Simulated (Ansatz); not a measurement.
A CCSD(T) single point on `N[Si]([S])(Cl)Cl` radical.

```yaml
crystal:
  periodic: [false, false, false]
  atoms:
    - {symbol: N, position_ang: [-0.130849, 1.024164, 0.322038]}
    - {symbol: Si, position_ang: [0.062546, -0.559099, -0.261732]}
    - {symbol: S, position_ang: [0.665672, -1.722834, 1.363801]}
    - {symbol: Cl, position_ang: [-1.709602, -1.196382, -1.042108]}
    - {symbol: Cl, position_ang: [1.454431, -0.535401, -1.750953]}
    - {symbol: H, position_ang: [0.660268, 1.630381, 0.466152]}
    - {symbol: H, position_ang: [-0.941165, 1.291171, 0.857103]}
basis:
  gaussian: {orbitals: def2-TZVPP}
magnetization: {spin_polarized: true, initial_magnetization: 1}
correlation: {method: ccsd_t}
scf: {omitted_lower_state_checks: [cluster_reference]}
output: {orbitals: {seedname: orbitals}}
```

```sh
$ ansatz run in.yaml --threads 4 --pin off --events-out ev --progress --plain --max-ram 10444MiB
```

Output of Ansatz, abridged:

```
Functional definition: HF
1336 factors; integrals over basis functions are off by at most 1.1e-3 eV
mean field evaluation 1: about -45203.6157 eV, gradient 2.4e1 eV
mean field evaluation 2: about -45203.6239 eV, gradient 2.4e1 eV
mean field evaluation 4: about -45206.3997 eV, gradient 2.9e0 eV
mean field evaluation 8: about -45206.5005 eV, gradient 2.2e-1 eV
mean field evaluation 16: about -45206.4282 eV, gradient 2.7e-1 eV
mean field evaluation 32: about -45206.3213 eV, gradient 1.6e-2 eV
mean field -45206.50197088 eV, -1661.3083053622 hartree, gradient 2.0e-6 eV, S^2 0.763243; 4 other end points of the search recorded, 0 dependent functions left out
21 core orbitals not correlated: weight in the atoms' cores, before any rotation towards them, 1.000 or more for the frozen orbitals, at most 0.000 for the correlated occupied ones
reference -45206.50197088 eV, -1661.3083053622 hartree; 16, 15 occupied and 190, 191 virtual orbitals, 1336 factors
second order -22.96529340 eV of doubles, -0.00000000 eV of singles
cycle   1  -23.92792918 eV  change   -9.6e-1 eV  update   9.9e-2
cycle   2  -24.44503402 eV  change   -5.2e-1 eV  update   2.9e-2
cycle   3  -24.55583272 eV  change   -1.1e-1 eV  update   1.9e-2
cycle   4  -24.55234525 eV  change    3.5e-3 eV  update   8.1e-3
cycle   5  -24.55116657 eV  change    1.2e-3 eV  update   6.3e-3
cycle   6  -24.55404108 eV  change   -2.9e-3 eV  update   3.6e-3
cycle   7  -24.55457786 eV  change   -5.4e-4 eV  update   1.7e-3
cycle   8  -24.55526321 eV  change   -6.9e-4 eV  update   8.2e-4
cycle   9  -24.55529541 eV  change   -3.2e-5 eV  update   5.2e-4
cycle  10  -24.55488483 eV  change    4.1e-4 eV  update   2.9e-4
cycle  11  -24.55516639 eV  change   -2.8e-4 eV  update   1.4e-4
cycle  12  -24.55518297 eV  change   -1.7e-5 eV  update   5.4e-5
cycle  13  -24.55520344 eV  change   -2.0e-5 eV  update   2.9e-5
perturbative correction -1.08444713 eV, -0.0398526969 hartree
Total energy: -45232.14162145 eV, -1662.2505451415 hartree
Checks for a lower state left out: cluster_reference
```

It took 6.7 min on 4 threads of an Arm Neoverse V2 on a shared host, with 9.1 GiB of host memory at the peak.

Correlation energy per correlated electron: -0.827 eV. T1 diagnostic: 0.0145.
